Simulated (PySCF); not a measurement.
Species: C3H9ClGe.
Atom-mapped SMILES: `[CH3:1][Ge:2]([CH3:3])([CH3:4])[Cl:5]` (hydrogens: H6, H7, H8 on C1; H9, H10, H11 on C3; H12, H13, H14 on C4)

Cartesian coordinates in Å at the PBE0-D3(BJ)/def2-SVP level; atoms count from 1:
```xyz
14
C3H9ClGe angstrom
C     -0.6469    1.6959   -0.4621
Ge     0.1056    0.0973    0.3470
C      1.7177   -0.5078   -0.5545
C     -1.2088   -1.3205    0.5481
Cl     0.7118    0.6760    2.3663
H     -0.9667    1.4899   -1.4950
H     -1.5163    2.0399    0.1162
H      0.1020    2.5007   -0.4771
H      2.1491   -1.3702   -0.0265
H      1.4851   -0.8058   -1.5884
H      2.4656    0.2976   -0.5780
H     -1.5445   -1.6676   -0.4413
H     -2.0809   -0.9551    1.1088
H     -0.7741   -2.1711    1.0922
```

Computed with core-valence-separated Tamm–Dancoff BHandHLYP/aug-pcX-1 (pcseg-1 on H, def2-SVPD on Cl, def2-SVPD on Ge) in PySCF, non-relativistic, gas phase, PBE0-D3(BJ)/def2-SVP geometry. Absolute energies from this functional tend to lie a few eV below measured edges; no shift was applied.

The lowest roots of each edge with f over 0.003 (five at most, numbered afresh; weaker and dark ones are left out), with transition dipoles (au) in the frame of the coordinates:

```csv
root,edge,E (eV),f,μx,μy,μz
1,C,286.08,0.0436,0.0754,-0.0191,-0.0129
2,C,286.08,0.0461,0.0143,0.0760,-0.0246
3,C,286.09,0.0065,0.0156,-0.0077,-0.0252
4,C,286.19,0.0077,0.0216,0.0011,0.0251
5,C,286.19,0.0857,0.0316,0.0297,0.1017
```

Molecules are fixed in this frame and the field points along (1, 0, −1)/√2. What effective strengths 3 f cos²θ do the roots have (θ between field and μ)?

root 1 (C1/C3/C4): 0.082, root 2 (C1/C3/C4): 0.016, root 3 (C1/C3/C4): 0.017, root 4 (C1/C3/C4): 0.000, root 5 (C1/C3/C4): 0.052. Root 1 is the strongest. Averaged over all orientations cos²θ is 1/3, which gives f back. For degenerate partners only the sum has meaning, as the program may mix them freely.

 The BHandHLYP/aug-pcX-1 (pcseg-1 on H, def2-SVPD on Cl, def2-SVPD on Ge) calculation is non-relativistic and has no spin–orbit coupling, an omission that weighs most on germanium.

Rough CPU time on one thread of a shared machine: about 40 s.
